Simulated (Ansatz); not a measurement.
Mulliken charges of AlAsClH5Si (`[AlH2][SiH](Cl)[AsH2]`) from B3LYP/def2-TZVPP in Ansatz (PBE0-D4/def2-TZVP geometry).

| atom | x (Å) | y (Å) | z (Å) | charge (e) |
| --- | --- | --- | --- | --- |
| Al1 | -1.280 | 1.587 | 0.327 | 0.424 |
| Si2 | 0.656 | 0.215 | -0.307 | 0.206 |
| Cl3 | 2.114 | 0.310 | 1.173 | -0.259 |
| As4 | -0.002 | -2.017 | -0.767 | -0.043 |
| H5 | -2.307 | 2.043 | -0.794 | -0.133 |
| H6 | -1.519 | 1.964 | 1.848 | -0.125 |
| H7 | 1.316 | 0.679 | -1.560 | -0.063 |
| H8 | -0.312 | -2.295 | 0.697 | -0.007 |
| H9 | 1.423 | -2.532 | -0.634 | 0.000 |

**Question.** By hand: the dipole of these point charges (1 e Å = 4.8032 D).

**Answer.** Σ q r = (-0.539, 0.180, -0.227) e Å, of length 0.612 e Å = 2.94 D.

**Question.** How does the dipole of the full density compare? (Best estimate.)

**Answer.** The calculation gave: (-0.192, 0.040, -0.113) e Å, 1.09 D; the point charges give 2.70 times that, at 10° from its direction.

Point charges leave out the atoms' own dipoles, such as those of lone pairs, and Mulliken's split depends on the basis, so the two needn't agree.

B3LYP here is the variant with VWN-RPA as its local correlation; programs differ in this.
